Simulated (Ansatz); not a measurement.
Basis sets compared for SnH2Me(NHMe) (C₂H₉NSn). The state is a singlet with charge 0. Geometry PBE-D4/def2-SVP. Ansatz on 2 threads of Arm Neoverse V2 on a shared host; times are rough, and most runs start from earlier orbitals.

```
atom    x (Å)    y (Å)    z (Å)
 Sn1   0.3338  -0.8264   0.4060
  H2   1.9513  -1.1529  -0.1203
  H3   0.2577  -0.9346   2.1496
  C4  -1.1305  -2.1270  -0.5154
  H5  -0.9292  -3.1809  -0.2437
  H6  -1.0769  -2.0157  -1.6149
  H7  -2.1471  -1.8563  -0.1706
  N8  -0.0655   1.0728  -0.3255
  C9   0.7740   2.1866   0.0927
 H10  -1.0609   1.3055  -0.2194
 H11   0.6916   2.4968   1.1662
 H12   1.8436   1.9409  -0.0843
 H13   0.5582   3.0912  -0.5203
```

In the def2 sets Sn takes a core potential; there is no spin–orbit coupling.

Binding counts from free atoms (Sn triplet, H doublet, C triplet, N quartet) in the same basis, without a counterpoise term.

```json
{"level": "PBE-D4/def2-SVP", "functions": "113", "energy (Eh)": "-350.3530", "HOMO (eV)": "-4.76", "LUMO (eV)": "-0.28", "binding per atom (eV)": "3.46", "wall time": "1.5 s"}
{"level": "PBE-D4/def2-TZVP", "functions": "197", "energy (Eh)": "-350.5212", "HOMO (eV)": "-5.01", "LUMO (eV)": "-0.66", "binding per atom (eV)": "3.46", "wall time": "2.9 s"}
{"level": "r2SCAN-D4/def2-TZVP", "functions": "197", "energy (Eh)": "-350.7025", "HOMO (eV)": "-5.27", "LUMO (eV)": "-0.28", "binding per atom (eV)": "3.40", "wall time": "6 s"}
{"level": "PBE0-D4/def2-SVP", "functions": "113", "energy (Eh)": "-350.3874", "HOMO (eV)": "-6.17", "LUMO (eV)": "0.57", "binding per atom (eV)": "3.41", "wall time": "2 s"}
{"level": "PBE0-D4/def2-TZVP", "functions": "197", "energy (Eh)": "-350.5503", "HOMO (eV)": "-6.35", "LUMO (eV)": "0.15", "binding per atom (eV)": "3.41", "wall time": "4.2 s"}
```

Question: Estimate the rows for PBE-D4/def2-TZVPD, r2SCAN-D4/def2-TZVPD, PBE0-D4/def2-TZVPD.

Answer: 
```csv
level,functions,energy (Eh),HOMO (eV),LUMO (eV),binding per atom (eV),wall time
PBE-D4/def2-TZVPD,248,-350.5229,-5.07,-0.77,3.46,4.5 s
r2SCAN-D4/def2-TZVPD,248,-350.7038,-5.31,-0.35,3.40,9 s
PBE0-D4/def2-TZVPD,248,-350.5517,-6.39,0.01,3.41,6.5 s
```
